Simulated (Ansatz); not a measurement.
methylamine (CH5N), singlet, geometry from GFN2-xTB. Base run: HF/pcseg-1 (Ansatz, an electronic-structure program).

Geometry (Å):
```xyz
7

C      0.0602     0.7006    -0.0013
N      0.0397    -0.7517     0.0030
H     -0.9345     1.1694    -0.0180
H     -0.4640    -1.0930     0.8152
H     -0.4391    -1.0982    -0.8220
H      0.5860     1.0429     0.8893
H      0.6129     1.0373    -0.8777
```
All else is at Ansatz's defaults.
Base energy -95.19140 Eh.

Variants of this job, named by their change:

```tsv
change	ΔE vs base (mEh)
base	0.000
lower_state_search = full	0.000
point_charge = charge:-1.0 position_ang:3.2083, -2.4012, 1.8062	10.831
accuracy = high	-0.006
point_charge = charge:1.0 position_ang:4.3477, -0.7772, -0.3365	-12.156
point_charge = charge:0.5 position_ang:4.2872, 1.3359, -0.2696	-3.120
lower_state_search = off	0.000
nuclear_model = gaussian	0.010
lower_state_search = light	0.000
forces = on	-0.005
fitting.mean_field = cc-pVTZ-JKFIT	0.002
```
